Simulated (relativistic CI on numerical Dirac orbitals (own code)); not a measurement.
**Radial parameters of Hg XXXII**

Computed by Dirac-Coulomb-Breit CI, orbitals from a KLI potential per configuration, QED by a radiative potential, unscaled Slater integrals (own radial code, finite nucleus).

Slater integrals F^k, G^k are unscaled and averaged over j, outside the closed core [Ar] 3d10; ζ comes from projecting the Hamiltonian with its Breit term on Σ l·s of the shell.

- 4s2 4p6 4d10 4f3: F^2(4f,4f) = 271420, F^4(4f,4f) = 177090, F^6(4f,4f) = 129550, ζ(4f) = 13575 cm⁻¹; <r>(4f) = 0.3871, <r^2>(4f) = 0.1715 (bohr units).
- 4s2 4p6 4d9 4f4: ζ(4d) = 76477, F^2(4f,4f) = 270980, F^4(4f,4f) = 176780, F^6(4f,4f) = 129330, F^2(4d,4f) = 247780, F^4(4d,4f) = 161350, G^1(4d,4f) = 262130, G^3(4d,4f) = 178280, G^5(4d,4f) = 130240, ζ(4f) = 13455 cm⁻¹; <r>(4d) = 0.4052, <r^2>(4d) = 0.1879, <r>(4f) = 0.3877, <r^2>(4f) = 0.1719 (bohr units).
- 4s2 4p6 4d10 4f2 5s: F^2(4f,4f) = 274010, F^4(4f,4f) = 178870, F^6(4f,4f) = 130900, ζ(4f) = 13879, G^3(4f,5s) = 36412 cm⁻¹; <r>(4f) = 0.384, <r^2>(4f) = 0.1686, <r>(5s) = 0.6961, <r^2>(5s) = 0.5403 (bohr units).

Averages of the first 10 configurations, taken without configuration mixing, which lowers the lowest level and can move excited configurations by several eV; other configurations of the list can lie among them:

```json
{"Configuration": "4s2 4p6 4d10 4f3", "Parity": "odd", "States": "364", "Average energy above the lowest level (eV)": "17.6"}
{"Configuration": "4s2 4p6 4d9 4f4", "Parity": "even", "States": "10010", "Average energy above the lowest level (eV)": "271.1"}
{"Configuration": "4s2 4p6 4d10 4f2 5s", "Parity": "even", "States": "182", "Average energy above the lowest level (eV)": "208.1"}
{"Configuration": "4s2 4p6 4d10 4f2 5p", "Parity": "odd", "States": "546", "Average energy above the lowest level (eV)": "289.0"}
{"Configuration": "4s2 4p6 4d10 4f 5s2", "Parity": "odd", "States": "14", "Average energy above the lowest level (eV)": "410.9"}
{"Configuration": "4s2 4p5 4d10 4f4", "Parity": "odd", "States": "6006", "Average energy above the lowest level (eV)": "530.6"}
{"Configuration": "4s2 4p6 4d10 4f 5s 5p", "Parity": "even", "States": "168", "Average energy above the lowest level (eV)": "488.4"}
{"Configuration": "4s2 4p6 4d10 4f2 5d", "Parity": "even", "States": "910", "Average energy above the lowest level (eV)": "392.1"}
{"Configuration": "4s2 4p6 4d10 4f 5p2", "Parity": "odd", "States": "210", "Average energy above the lowest level (eV)": "572.4"}
{"Configuration": "4s 4p6 4d10 4f4", "Parity": "even", "States": "2002", "Average energy above the lowest level (eV)": "735.6"}
```
